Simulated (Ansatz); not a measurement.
Frontier orbitals of CH$_{3}$FIIn (`[F][InH][CH2]I`).

Charge 0, multiplicity 1. Correlated methods include outer-core shells of I, In, which these sets cover unevenly. In, I takes the def2 core potential. Geometry: relaxed with PBE0-D4/def2-TZVP. It is one conformer, not always the lowest. Basis def2-TZVPP, the Gaussian-basis code of Ansatz.

| functional | HOMO (eV) | LUMO (eV) | gap (eV) |
| --- | --- | --- | --- |
| PBE | -6.30 | -2.58 | 3.72 |
| revPBE | -6.24 | -2.49 | 3.75 |
| BLYP | -6.15 | -2.52 | 3.63 |
| B97M-V | -6.57 | -2.46 | 4.11 |
| PBE0 | -7.40 | -1.80 | 5.60 |
| B3LYP | -7.19 | -2.07 | 5.12 |
| r2SCANh | -6.96 | -2.09 | 4.87 |
| ωB97X-V | -9.60 | 0.07 | 9.67 |
| ωB97M-V | -9.49 | -0.19 | 9.30 |

A quarter of exact exchange (PBE0) shifts PBE's HOMO by −1.10 eV and its LUMO by +0.78 eV; full exchange at long range (ωB97M-V) shifts them by −3.19 and +2.39 eV. The gap opens from 3.72 to 9.30 eV, since occupied levels lose self-interaction and empty ones feel all the electrons.

B3LYP here is the variant with VWN-RPA as its local correlation; programs differ in this.
